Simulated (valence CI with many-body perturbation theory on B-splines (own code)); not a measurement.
**Questions on Sm30+**

Computed by valence CI with perturbative core correlation (CI+MBPT): four valence electrons over a frozen Dirac-Fock core [Ar] 3d10, a basis of 11 s, 11 p, 9 d, 7 f, 5 g, 2 h, 1 i functions for each j, with the one-electron correlation potential Σ1 (screened to all orders), the two-electron term Σ2, the three-electron term Σ3, Breit, model QED; selected single and double excitations, second order for the rest (own B-spline code, finite nucleus).

The last digits are not significant, and no measured levels were compared; by estimate large intervals hold to a few tenths of a per cent, small ones and those within an open d or f shell to about a per cent.

Levels are named by their leading jj configuration (3d3/2^4 stands for four electrons in 3d with j = 3/2), which in mixed levels can hold well under half, so a name can repeat and another be missing.

Rates and lifetimes use the calculated energies. Strong lines usually hold to 10 to 20 %, long lifetimes can be off by a factor of two.

(1) What is the ground level?

(2) What is the ionisation energy?

(3) Name the longest-lived excited levels whose lifetime is computed, and their main decay.

(4) How well does LS coupling describe the low levels?

(5) Where does the other parity begin?

Answers

(1) (4s^2 4p1/2^2) J=0, composition 73 % 4s2 4p2 3P + 26 % 4s2 4p2 1S.

(2) 1182.1 eV; NIST lists 1180 ± 4 eV (theoretical).

(3) (4s^2 4p1/2 4p3/2) J=2 at 293480 cm⁻¹ lives 303 μs, mostly by E2 to (4s^2 4p1/2^2) J=0; (4s^2 4p3/2 4d5/2) J=4 at 1535600 cm⁻¹ lives 4.52 μs, mostly by M1 to (4s^2 4p1/2 4d5/2) J=3; (4s^2 4p1/2 4p3/2) J=1 at 267570 cm⁻¹ lives 3.96 μs, mostly by M1 to (4s^2 4p1/2^2) J=0.

(4) Among the lowest 20 levels the leading LS term, summed over configurations, holds 59 % on average. For single configurations the figures are 55 % in LS and 85 % in jj coupling. Terms mix most in the J = 1 level at 1222900 cm⁻¹, where the leading one holds 32 %.

(5) At (4s 4p1/2^2 4p3/2) J=2, 807000 cm⁻¹.
